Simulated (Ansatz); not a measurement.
Molecule: GaCl3, charge 0, multiplicity 1. 
Structure (B3LYP-D3(BJ)/def2-TZVP (Ansatz, a quantum-chemistry and plane-wave program) minimum search):
```xyz
4

Cl    -0.6157     2.0355     0.0507
Ga     0.0000     0.0000     0.0000
Cl    -1.4555    -1.5509    -0.0352
Cl     2.0712    -0.4846    -0.0155
```
Charge 0, spin multiplicity 1.

Property: atomisation energy (electronic, to ground-state atoms), in eV. Cores are frozen in the correlated levels unless marked. Open shells are spin-unrestricted. No spin-orbit coupling. Frozen are the shells of the preceding noble gas and the d and f shells that filled before the atom's block. Non-relativistic. The coupled-cluster limit lacks core correlation, which all-electron functionals hold. Basis-set limits of correlation are two-point, X^-3; Hartree-Fock from the larger set.

| level | program | atomisation energy (eV) |
|---|---|---|
| r2SCANh/def2-TZVPD | Ansatz | … |
| B2PLYP/def2-TZVPD | Ansatz | … |
| RPA@PBE/def2-QZVPP | Ansatz | 10.18 |
| SCS-MP2/def2-SVPD | Ansatz | 10.87 |
| CCSD/def2-SVP | Ansatz | 10.48 |
| CCSD/def2-QZVPP | Ansatz | 11.11 |
| CCSD(T)/CBS(def2-TZVPPD,def2-QZVPPD) | Ansatz | 11.63 |

Problem. What belongs in the gaps?

Solution. 
- r2SCANh/def2-TZVPD, atomisation energy (eV): 11.51
- B2PLYP/def2-TZVPD, atomisation energy (eV): 11.05
